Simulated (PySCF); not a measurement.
Two species compared at the same levels of theory.

First species: Silicon chloride cation, SiCl (charge +1 and singlet state).
Z-matrix (Å and degrees, GFN2-xTB geometry), rows numbered from 1:
```
Si
Cl  1  1.9199
```

Second species: C4H4F3P.
SMILES: `FC(F)=C(F)P1CC1`

Levels: CAM-B3LYP/def2-SVPD for HOMO energy, LUMO energy, HOMO–LUMO gap, static isotropic polarisability and electronic spatial extent ⟨r²⟩ about the centre of nuclear charge; TDDFT CAM-B3LYP/def2-SVPD for lowest singlet excitation; TDA CAM-B3LYP/def2-SVPD for lowest triplet excitation (Tamm–Dancoff); GFN2-xTB for smallest rotational constant. Geometries: GFN2-xTB. Each structure is a single optimised conformer of the isolated species, non-relativistic unless stated; the electronic structure was computed with PySCF and density fitting.

Dipoles, sizes and rotational constants follow the conformer. The torsions of the flexible species, by atom-mapped SMILES:
- `[F:1][C:2]([F:3])=[C:4]([F:5])[P:6]1[CH2:7][CH2:8]1`: C2–C4–P6–C7 156°

```tsv
property	column X	column Y
HOMO energy	-17.56 eV	-8.54 eV
LUMO energy	-8.40 eV	0.65 eV
HOMO–LUMO gap	9.16 eV	9.19 eV
lowest singlet excitation	5.64 eV	6.25 eV
lowest triplet excitation (Tamm–Dancoff)	3.76 eV	4.20 eV
static isotropic polarisability	30.7 au	74.1 au
electronic spatial extent ⟨r²⟩ about the centre of nuclear charge	143 bohr²	1180 bohr²
smallest rotational constant	8.821 GHz	0.909 GHz
```

Task: Which column belongs to which species?

Result: Column X is the first species and column Y the second. The first has 2 atoms and 30 electrons, the second 12 and 70; their charges are +1 and 0, their HOMO energies -17.56 eV and -8.54 eV.

Task: How does each property change from the first species to the second?

Result: HOMO energy +9.02 eV; LUMO energy +9.05 eV; HOMO–LUMO gap +0.03 eV; lowest singlet excitation +0.61 eV; lowest triplet excitation (Tamm–Dancoff) +0.44 eV; static isotropic polarisability +43.4 au; electronic spatial extent ⟨r²⟩ about the centre of nuclear charge +1037 bohr²; smallest rotational constant -7.912 GHz.

On the first: No computed singlet falls in the visible range (750 to 380 nm, 1.65 to 3.26 eV); S1 lies 2.38 eV above its blue end. The principal polarisabilities are 26.5, 26.5 and 39.2 au; their mean is the isotropic value.

On the second: The polarisability is 10.98 Å³ as a volume (1 au = 0.148185 Å³), or 1.06 au for each of the 70 electrons. The vertical singlet–triplet gap S1 − T1 is 2.05 eV (TDDFT singlet less Tamm–Dancoff triplet; S1: HOMO→LUMO+1, weight 0.78; T1: HOMO→LUMO, weight 0.69).
